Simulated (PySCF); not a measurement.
# `C=C1C[C@@H](C=O)[C@@H]1F`, C$_{6}$H$_{7}$FO

Cartesian coordinates in Å; atom numbers follow the order of the lines, from 1:
```xyz
15

C    -2.371    0.139   -0.219
C    -1.078    0.030    0.000
C     0.069   -0.655   -0.693
C     0.931   -0.417    0.561
C     2.228    0.307    0.379
O     2.678    0.667   -0.672
C    -0.198    0.473    1.143
F    -0.613    0.133    2.404
H    -2.828   -0.285   -1.096
H    -3.017    0.650    0.475
H    -0.101   -1.693   -0.970
H     0.449   -0.112   -1.559
H     1.077   -1.301    1.183
H     2.742    0.529    1.336
H     0.029    1.544    1.167
```

The calculation used TDDFT CAM-B3LYP/def2-SVPD circular dichroism and optical rotation, one conformer, gas phase (PySCF). Geometry: GFN2-xTB.

The molecule is flexible and this is one conformer; a measurement averages over conformers.

Q: Draw the ECD and absorption spectra from the lowest 8 states, each a Gaussian of half-width 0.3 eV at 1/e height.

A: 
| E (eV) | λ (nm) | Δε (L mol⁻¹ cm⁻¹) | ε (L mol⁻¹ cm⁻¹) |
| --- | --- | --- | --- |
| 3.83 | 324 | -0.14 | 0.738 |
| 3.98 | 311 | -0.59 | 3.04 |
| 4.13 | 300 | -1.47 | 7.62 |
| 4.28 | 290 | -2.23 | 11.6 |
| 4.43 | 280 | -2.05 | 10.6 |
| 4.58 | 271 | -1.14 | 5.93 |
| 4.73 | 262 | -0.39 | 2.01 |
| 4.88 | 254 | -0.08 | 0.412 |
| 5.03 | 246 | -0.01 | 0.0513 |
| 5.18 | 239 | 0.00 | 0 |
| 5.33 | 233 | 0.00 | 0 |
| 5.48 | 226 | 0.00 | 0 |
| 5.63 | 220 | 0.00 | 0 |
| 5.78 | 214 | 0.00 | 0.246 |
| 5.93 | 209 | +0.01 | 5.25 |
| 6.08 | 204 | +0.10 | 68.3 |
| 6.23 | 199 | +0.78 | 544 |
| 6.38 | 194 | +3.69 | 2660 |
| 6.53 | 190 | +9.96 | 8000 |
| 6.68 | 186 | +13.05 | 15000 |
| 6.83 | 181 | +0.78 | 17700 |
| 6.98 | 178 | -19.88 | 13600 |
| 7.13 | 174 | -22.00 | 7360 |
| 7.28 | 170 | -0.53 | 3600 |
| 7.43 | 167 | +21.48 | 2650 |

Δε uses R in velocity form, ε uses f in length form. Only the states computed contribute, so the short-wavelength end is incomplete.
